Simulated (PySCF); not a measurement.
# Relaxation of triplet FPdN

Method: PySCF, UPBE0, basis Pd def2-TZVP with ECP28, N def2-TZVP, F def2-TZVP (scalar-relativistic core potentials, no spin–orbit coupling, density fitting). A (50,194) grid was used.

A start displaced from a saddle point along its imaginary mode, of Cs symmetry, held to at least that symmetry:

Coordinates in bohr (charge 0 multiplicity 3):
```
Pd    0.0031    0.0567   -0.1681
N    -0.0123   -0.2264   -3.3804
F    -0.0081   -0.1491    3.4286
```

Optimiser trace:
```csv
step,E − E(last) (kJ/mol),largest gradient (Eh/bohr)
0,13.68,0.00455
1,12.93,0.00437
2,3.89,0.01574
3,2.98,0.01743
4,0.82,0.00723
5,0.56,0.00806
6,0.40,0.00744
7,0.03,0.00278
8,0.00,0.00045
9,0.00,0.00006
```

It ends at Cs with Pd–F 1.906 Å, Pd–N 1.699 Å; F–Pd–N 128.9° (after a last refinement on a finer grid). The frequency run here used a shortcut that can spoil soft modes, so no verdict on minimum or saddle point is given.

Final geometry:
Z-matrix (Å, degrees; charge 0 multiplicity 3):
```
Pd
N  1 1.6995
F  1 1.9056 2 128.95
```

Other spin states or occupations of the open shell can lie lower.
